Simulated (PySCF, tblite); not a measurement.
Isomers of C5H16FNSi2. All values are computed: GFN2-xTB (tblite) harmonic vibrations without scaling, gas phase. The method is semi-empirical: single wavenumbers can be off by several per cent or more. Modes of hydrogen on silicon can be 10 to 20 % off. One conformer each.

Electronic energies: PBE0/pcSseg-1 single points on the GFN2-xTB geometries (PySCF, gas phase).

```csv
SMILES,"electronic energy, lowest = 0 (kJ/mol)"
CCNC(C)(C)[SiH2][SiH2]F,70.1
CNC(C)(C)[SiH2][Si@@H](C)F,5.5
CNC(C)(C)[SiH2][SiH2]CF,222.8
CC[Si@@H](F)[C@@H]([SiH3])CNC,0.0
C[C@H](F)CCNC([SiH3])[SiH3],230.6
```

How do GFN2-xTB zero-point energies change the relative energies?

```json
{"SMILES": "CC[Si@@H](F)[C@@H]([SiH3])CNC", "ZPE (kJ/mol)": "524.5", "of it from modes above 1550 cm⁻¹": "269.1", "electronic (kJ/mol)": "0.0", "with ZPE, lowest = 0 (kJ/mol)": "0.0", "lowest mode (cm⁻¹)": "38", "rings": "0"}
{"SMILES": "CNC(C)(C)[SiH2][Si@@H](C)F", "ZPE (kJ/mol)": "526.9", "of it from modes above 1550 cm⁻¹": "274.7", "electronic (kJ/mol)": "5.5", "with ZPE, lowest = 0 (kJ/mol)": "7.9", "lowest mode (cm⁻¹)": "13", "rings": "0"}
{"SMILES": "CCNC(C)(C)[SiH2][SiH2]F", "ZPE (kJ/mol)": "525.2", "of it from modes above 1550 cm⁻¹": "271.4", "electronic (kJ/mol)": "70.1", "with ZPE, lowest = 0 (kJ/mol)": "70.7", "lowest mode (cm⁻¹)": "28", "rings": "0"}
{"SMILES": "CNC(C)(C)[SiH2][SiH2]CF", "ZPE (kJ/mol)": "520.0", "of it from modes above 1550 cm⁻¹": "269.2", "electronic (kJ/mol)": "222.8", "with ZPE, lowest = 0 (kJ/mol)": "218.3", "lowest mode (cm⁻¹)": "15", "rings": "0"}
{"SMILES": "C[C@H](F)CCNC([SiH3])[SiH3]", "ZPE (kJ/mol)": "510.3", "of it from modes above 1550 cm⁻¹": "260.8", "electronic (kJ/mol)": "230.6", "with ZPE, lowest = 0 (kJ/mol)": "216.3", "lowest mode (cm⁻¹)": "15", "rings": "0"}
```

The zero-point energies span 16.6 kJ/mol, from `C[C@H](F)CCNC([SiH3])[SiH3]` to `CNC(C)(C)[SiH2][Si@@H](C)F`. The lowest isomer stays, but the order above it changes.

And how do the electronic energies of GFN2-xTB itself compare?

`CC[Si@@H](F)[C@@H]([SiH3])CNC` 15.8; `CNC(C)(C)[SiH2][Si@@H](C)F` 18.8; `CCNC(C)(C)[SiH2][SiH2]F` 0.0; `CNC(C)(C)[SiH2][SiH2]CF` 212.9; `C[C@H](F)CCNC([SiH3])[SiH3]` 164.0 kJ/mol, lowest = 0. Against the energies above, taken from the same isomer `CC[Si@@H](F)[C@@H]([SiH3])CNC`, the largest difference is 85.9 kJ/mol.
